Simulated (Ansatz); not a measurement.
The same path of Cl4Sn + H2 (7 atoms, charge 0, multiplicity 1) was run twice with different band settings. Lost on the way: Sn1–Cl2, H6–H7. Made: Sn1–H6, Cl2–H7.

All numbers below come from RHF/def2-SVP in Ansatz 0.2.0.

Relaxed end points:

```xyz
7
Properties=species:S:1:pos:R:3
Sn 0.549 0.000 -0.137
Cl 0.645 0.000 2.172
Cl 2.697 0.000 -0.989
Cl -0.565 1.887 -0.866
Cl -0.565 -1.887 -0.866
H -3.361 0.000 1.354
H -2.956 0.000 1.981
```

```xyz
7
Properties=species:S:1:pos:R:3
Sn -0.359 0.000 -0.871
Cl -0.633 0.000 3.511
Cl 1.708 0.000 0.195
Cl -0.432 1.874 -2.250
Cl -0.432 -1.874 -2.250
H -1.642 0.000 0.219
H -1.764 0.000 4.094
```

Common settings: movable images 7; climbing image yes; optimiser quadratic models (default); start path through a guess of the saddle point; force threshold 0.05 eV/Å; iteration limit 60; end points relaxed.

| run | spring |
| --- | --- |
| 1 | 5.0 eV/Å² |
| 2 | 20.0 eV/Å² |

Question: What does each run give, and how far can it be trusted?

Answer: Run 1: converged after 19 iterations, highest image 2.672 eV above the first end. Neighbouring images differ by up to 1.8 eV, so the band resolves the path poorly. A vibrational analysis at the climbing image gives one clearly imaginary mode, 1805i cm⁻¹, and a faint second one (19i cm⁻¹) that may be numerical noise or a soft torsion: probably a first-order saddle point.
Run 2: converged after 13 iterations, highest image 2.672 eV above the first end. Neighbouring images differ by up to 1.8 eV, so the band resolves the path poorly. Another band between the same ends (7 images) ends at a top of the same energy, where a vibrational analysis finds 1 clearly imaginary mode.
The orbitals stay closed-shell, which can raise the energy where a bond breaks towards radicals; this wasn't checked here.
